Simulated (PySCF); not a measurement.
**How the method moves the HOMO and LUMO of `C#CC(=C)[SiH2]C`**

Species: C5H8Si.
Cartesian coordinates in Å at the PBE0-D3(BJ)/def2-SVP level; atoms count from 1:
```xyz
14
C5H8Si angstrom
C     -1.018    2.208    1.272
C     -1.008    1.277    0.491
C     -0.924    0.141   -0.366
C     -1.667    0.024   -1.484
Si     0.313   -1.197    0.146
C      2.033   -0.468    0.306
H     -1.044    3.043    1.947
H     -2.379    0.798   -1.788
H     -1.582   -0.857   -2.126
H     -0.119   -1.780    1.453
H      0.266   -2.265   -0.901
H      2.762   -1.239    0.599
H      2.360   -0.025   -0.647
H      2.039    0.322    1.073
```

Basis pcSseg-1 throughout (PySCF), one geometry. Isolated species at its PBE0-D3(BJ)/def2-SVP geometry (one conformer only).

**Question.** How do the orbital energies, the gap and the dipole change with the method?

**Answer.** 
```tsv
method	kind	HOMO (eV)	LUMO (eV)	gap (eV)	μ (D)	SCF cycles
BLYP	GGA	-5.96	-1.90	4.05	0.60	15
B97-D	GGA	-6.07	-1.97	4.10	0.60	16
KT3	GGA	-6.10	-2.00	4.10	0.59	16
OPBE	GGA	-6.11	-1.99	4.12	0.62	16
KT2	GGA	-6.13	-2.05	4.08	0.60	16
PBE	GGA	-6.15	-2.08	4.07	0.62	16
BP86	GGA	-6.25	-2.18	4.07	0.62	16
LDA	LDA	-6.34	-2.30	4.04	0.64	15
B97-2	global hybrid	-6.94	-1.19	5.74	0.59	14
B3LYP	global hybrid	-6.95	-1.33	5.62	0.58	14
PBE0	global hybrid	-7.19	-1.16	6.03	0.59	14
mPW1PW91	global hybrid	-7.20	-1.17	6.04	0.58	14
BHandHLYP	global hybrid	-8.04	-0.05	7.99	0.56	12
CAM-B3LYP	range-separated hybrid	-8.42	0.00	8.42	0.56	12
wB97X-D	range-separated hybrid	-8.97	0.60	9.57	0.57	13
HF	Hartree–Fock	-9.35	2.61	11.96	0.58	12
LC-wPBE	range-separated hybrid	-9.79	1.07	10.86	0.57	13
```

The HOMO spans 3.83 eV, from BLYP down to LC-wPBE, and the gap runs from 4.04 eV (LDA) to 11.96 eV (HF). Over the methods BLYP (0 %), B97-D (0 %), KT3 (0 %), OPBE (0 %), KT2 (0 %), PBE (0 %), BP86 (0 %), LDA (0 %), B97-2 (21 %), B3LYP (20 %), PBE0 (25 %), mPW1PW91 (25 %), BHandHLYP (50 %), HF (100 %), a straight line through the gap against the share of exact exchange rises by 0.79 eV for each 10 % (correlation coefficient 1.000). The dipole ranges from 0.56 D (BHandHLYP) to 0.64 D (LDA). This basis has no diffuse functions.
